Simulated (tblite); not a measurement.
Species: C₃H₃F₃O₂S.
Z-matrix (Å and degrees, GFN2-xTB geometry), rows numbered from 1:
```
C 
C   1  1.3135
S   2  1.7873  1  118.65
O   3  1.4260  2  111.05  1   148.38
O   3  1.4265  2  110.91  1    12.35
C   3  1.8997  2   99.86  1   -99.40
F   6  1.3340  3  108.93  2    60.31
F   6  1.3337  3  109.42  2   -57.11
F   6  1.3214  3  112.61  2  -178.55
H   1  1.0779  2  122.77  3   179.25
H   1  1.0783  2  119.48  3    -1.38
H   2  1.0746  1  127.37  3  -179.49
```

Computed values, GFN2-xTB/tblite, gas phase, harmonic and unscaled. The method is semi-empirical: single wavenumbers can be off by several per cent or more. One conformer, not necessarily the lowest.

Harmonic wavenumbers (cm⁻¹): 32.1, 52.3, 117.7, 130.8, 198.4, 217.2, 279.3, 297.7, 376.7, 443.1, 468.7, 474.7, 485.7, 598.3, 655.0, 696.0, 902.5, 949.4, 1011.1, 1068.4, 1097.3, 1124.2, 1157.6, 1176.5, 1299.6, 1352.1, 1676.7, 3091.9, 3119.9, 3135.3.

A = 1992, B = 1295, C = 1126 MHz; mass 159.981 u (most abundant isotopes); point group C1, symmetry number 1.

Task: What is the zero-point energy?

Result: ½Σν̃ = 13843 cm⁻¹ = 165.60 kJ/mol.

Task: Give the ideal-gas entropy at 200 K and 1 bar in the rigid-rotor, harmonic-oscillator model (classical rotation).

Result: Translation 163.85, rotation 116.75, vibration 83.78: S = 364.4 J/(mol K).

Task: And Cp and H(200 K) − H(0)?

Result: Cp = 117.01 J/(mol K), of which vibrations give 83.75 (their classical limit is 30 R = 249.4); H(200 K) − H(0) = 15.40 kJ/mol without the zero-point energy, 8.75 from vibrations.

Task: How do the functions run with temperature in this model?

Result: 
| T (K) | S (J/(mol K)) | Cp (J/(mol K)) | H − H(0) (kJ/mol) | G − H(0) (kJ/mol) | ln q(vib) |
| --- | --- | --- | --- | --- | --- |
| 100 | 297.7 | 78.3 | 5.56 | -24.21 | 2.15 |
| 300 | 417.9 | 148.3 | 28.71 | -96.67 | 7.38 |
| 500 | 505.1 | 192.9 | 63.22 | -189.33 | 12.13 |
| 800 | 604.4 | 227.9 | 126.99 | -356.51 | 18.30 |
| 1000 | 656.7 | 241.0 | 173.96 | -482.76 | 21.88 |

q(vib) and H(0) count from the zero-point level.

Task: What must be added to the electronic energy to get the Gibbs energy at 200 K and 1 bar?

Result: ZPE + [H(200 K) − H(0)] − T·S = 165.60 + 15.40 − 72.88 = 108.12 kJ/mol.

Task: Which modes carry the vibrational entropy at 200 K?

Result: 32.1 cm⁻¹: 20.52; 52.3 cm⁻¹: 16.49; 117.7 cm⁻¹: 9.94; 130.8 cm⁻¹: 9.12; 198.4 cm⁻¹: 6.03; 217.2 cm⁻¹: 5.40 J/(mol K); the other 24 give 16.28 together.

Hindered rotation and anharmonicity are outside this model. Other conformers, if any are populated, would add a mixing term that is left out. The structure is chiral; the term R ln 2 for an equal mix with its mirror image is left out.
